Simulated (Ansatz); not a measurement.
Input file for Ansatz (an electronic-structure program): U-B3LYP/cc-pVTZ on iminoborane (SMILES B=N), a point of a bond scan (R = 1.736 Å).

Ansatz 0.2 input:
```yaml
crystal:
  periodic: [false, false, false]
  atoms:
    - {symbol: B, position_ang: [-0.00000000, -0.00000000, -0.69205561]}
    - {symbol: N, position_ang: [0.00000000, 0.00000000, 0.54091709]}
    - {symbol: H, position_ang: [-0.00000000, -0.00000000, -1.85891024]}
    - {symbol: H, position_ang: [0.00000000, 0.00000000, 2.27665727]}
basis:
  gaussian:
    orbitals: cc-pVTZ
hamiltonian:
  xc: {name: B3LYP}
magnetization: {spin_polarized: true, initial_magnetization: 0}
```

It printed:

```
WARN ansatz: RAYON_NUM_THREADS=1 ignored (pool sized by the plan → 1); use --threads N
Functional definition: B3LYP
integrals: 0.01 GiB planned
507 factors; their error is unknown
mean field: 0.21 GiB planned
mean field evaluation 1: about -2185.2411 eV, gradient 4.8e1 eV
mean field evaluation 2: about -2138.0344 eV, gradient 8.9e1 eV
mean field evaluation 4: about -2195.1704 eV, gradient 8.8e0 eV
mean field evaluation 8: about -2195.6435 eV, gradient 1.9e-1 eV
mean field evaluation 16: about -2195.6395 eV, gradient 7.2e-5 eV
mean field evaluation 32: about -2195.6395 eV, gradient 8.3e-6 eV
mean field -2195.63950335 eV, -80.6882634904 hartree, gradient 8.3e-6 eV, S^2 0.000000; 2 other end points of the search recorded, 0 dependent functions left out
reference -2195.63971792 eV, -80.6882713754 hartree; 7, 7 occupied and 81, 81 virtual orbitals, 507 factors
Total energy: -2195.63971792 eV, -80.6882713754 hartree
```

Self-consistency was reached.

Cost: very roughly 1.2 core-seconds.
